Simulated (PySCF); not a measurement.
System: C3H10O3Si, net charge 0, singlet state. 
Coordinates optimised at B3LYP-D3(BJ)/def2-TZVP (Ansatz):
SMILES: CCC[Si](O)(O)O
```xyz
17

C     -3.1759    -0.9696     0.2614
C     -1.6675    -1.0150     0.0314
C     -0.9930     0.3533     0.2058
Si     0.8463     0.3475    -0.0398
O      1.5187     1.8359     0.1403
O      1.4435    -0.6677     1.1060
O      1.2773    -0.1079    -1.5696
H     -3.4036    -0.6286     1.2740
H     -3.6316    -1.9531     0.1286
H     -3.6573    -0.2793    -0.4355
H     -1.2143    -1.7329     0.7201
H     -1.4727    -1.3939    -0.9778
H     -1.4289     1.0753    -0.4930
H     -1.1984     0.7411     1.2091
H      1.8260     2.2706    -0.6591
H      2.3936    -0.6685     1.2495
H      1.0410    -0.9905    -1.8638
```
Charge 0, spin multiplicity 1.

Dispersion corrections to the total energy (kcal/mol) from the dftd3 and dftd4 libraries through PySCF: D3(BJ) without and D4 with the three-body term, each with the damping fitted for the functional named.

```tsv
functional	D3(BJ)	D4
CAM-B3LYP	-6.82	-7.45
TPSSh	-10.07	?
BP86	-13.63	-11.61
PBE	?	-8.72
LC-wPBE	-8.18	-9.63
BHLYP	-11.56	?
TPSS	-10.93	-11.75
```

Question: Fill in the missing entries.

Answer: 
- TPSSh, D4: -10.71
- PBE, D3(BJ): -8.70
- BHLYP, D4: -10.09
